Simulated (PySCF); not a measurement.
Geometry:
```json
{"atom": "C1", "x (Å)": "1.334", "y (Å)": "2.610", "z (Å)": "-0.024"}
{"atom": "C2", "x (Å)": "0.819", "y (Å)": "1.415", "z (Å)": "-0.159"}
{"atom": "C3", "x (Å)": "0.655", "y (Å)": "0.222", "z (Å)": "-1.001"}
{"atom": "O4", "x (Å)": "1.744", "y (Å)": "-0.662", "z (Å)": "-1.190"}
{"atom": "C5", "x (Å)": "1.437", "y (Å)": "-1.857", "z (Å)": "-1.671"}
{"atom": "O6", "x (Å)": "0.347", "y (Å)": "-2.248", "z (Å)": "-1.962"}
{"atom": "C7", "x (Å)": "0.007", "y (Å)": "0.312", "z (Å)": "0.375"}
{"atom": "O8", "x (Å)": "-1.364", "y (Å)": "0.421", "z (Å)": "0.460"}
{"atom": "Si9", "x (Å)": "-2.499", "y (Å)": "-0.733", "z (Å)": "0.402"}
{"atom": "F10", "x (Å)": "-2.363", "y (Å)": "-1.638", "z (Å)": "1.728"}
{"atom": "H11", "x (Å)": "1.139", "y (Å)": "3.207", "z (Å)": "0.852"}
{"atom": "H12", "x (Å)": "1.970", "y (Å)": "3.038", "z (Å)": "-0.781"}
{"atom": "H13", "x (Å)": "-0.011", "y (Å)": "0.270", "z (Å)": "-1.858"}
{"atom": "H14", "x (Å)": "2.364", "y (Å)": "-2.444", "z (Å)": "-1.774"}
{"atom": "H15", "x (Å)": "0.452", "y (Å)": "-0.300", "z (Å)": "1.157"}
{"atom": "H16", "x (Å)": "-2.352", "y (Å)": "-1.680", "z (Å)": "-0.684"}
{"atom": "H17", "x (Å)": "-3.685", "y (Å)": "0.082", "z (Å)": "0.532"}
```

[PySCF: σ from GIAO-PBE0/pcSseg-1; GFN2-xTB geometry; one computed conformer; non-relativistic; isolated molecule]

Shifts are taken against calculated references (same method and geometry level): ¹³C and ¹H and ²⁹Si vs TMS; ¹⁷O against H2O; ¹⁹F vs CFCl3.

```
atoms  nucleus  count  Hirshfeld charge  δ (ppm)
   O8      ¹⁷O      1             -0.21     78.1
  H15       ¹H      1              0.06     4.25
   C1      ¹³C      1             -0.07    124.6
   C7      ¹³C      1              0.03        ?
   C5      ¹³C      1              0.18    166.9
   C2      ¹³C      1             -0.02    141.4
   O6      ¹⁷O      1             -0.25    451.3
   O4      ¹⁷O      1             -0.10    226.9
  H13       ¹H      1              0.05        ?
  H17       ¹H      1             -0.07        ?
  F10      ¹⁹F      1             -0.21   -169.6
  H12       ¹H      1              0.06     6.56
  H11       ¹H      1              0.06     6.62
  H16       ¹H      1             -0.07        ?
   C3      ¹³C      1              0.02     57.5
  H14       ¹H      1              0.06     8.19
  Si9     ²⁹Si      1              0.48        ?
```

Problem. Estimate the values marked ?.

Solution. 
- C7: 57.4 ppm, three-membered-ring carbon; pulled downfield by the heteroatom
- H16: 5.36 ppm, hydrogen on a silicon bonded to F, O
- H17: 4.60 ppm, hydrogen on a silicon bonded to F, O
- H13: 4.47 ppm, hydrogen on a three-membered-ring carbon; its carbon carries O, which withdraws density
- Si9: -21.6 ppm, silicon bonded to F, O, 2 H

Shifts are as computed. Against solution values, carbons near 30 ppm lie about +3 ppm off and those near 130 ppm about +5 ppm. Of 1211 compounds with measured shifts, 218 miss one by over three times the rms of a fit or turn the order of signals round; such compounds aren't used in these exercises. Unscaled 19F shifts against computed CFCl3 carry errors that often reach 10 to 50 ppm. Unscaled 17O shifts of doubly bonded oxygen tend to come out too high, by tens of ppm or more. Experimental scales use liquid or dissolved standards, which lie at an offset from isolated H2O (liquid H2O: subtract about 36 ppm).
